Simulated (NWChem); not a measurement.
# C₅H₃NSe; SMILES c1cc(C#N)c[se]1

```xyz
10

N      0.4252    -3.7326     0.0000
C      0.2186    -2.5912     0.0000
C     -0.0449    -1.1877     0.0000
C     -1.3744    -0.6435     0.0000
C     -1.4191     0.7178     0.0000
Se     0.2784     1.4644     0.0000
C      0.9592    -0.2459     0.0000
H     -2.2647    -1.2742     0.0000
H     -2.3082     1.3473     0.0000
H      2.0307    -0.4406     0.0000
```
Atoms are numbered in this order, from 1.

Results from NWChem. Pople sets run with spherical d functions. Geometry: optimised at PBE0/def2-SVP. B3LYP is NWChem's, with the RPA form of VWN correlation. Vzz is the largest principal value of the second derivative of the potential at the nucleus (NWChem prints the opposite sign); η is the asymmetry. Non-relativistic.

| level | Vzz N1 (a.u.) | η N1 | Vzz Se6 (a.u.) | η Se6 |
|---|---|---|---|---|
| Hartree-Fock/cc-pVTZ | -1.073 | 0.16 | 3.865 | 0.70 |
| Hartree-Fock/6-31G* | -0.864 | 0.19 | 3.751 | 0.79 |
| B3LYP/6-31G* | -0.742 | 0.17 | 3.312 | 0.88 |
| B3LYP/def2-SVP | (withheld) | 0.15 | (withheld) | 0.78 |

Task: What belongs in the gaps?

Result: 
- B3LYP/def2-SVP, Vzz N1 (a.u.): -0.817
- B3LYP/def2-SVP, Vzz Se6 (a.u.): 3.407
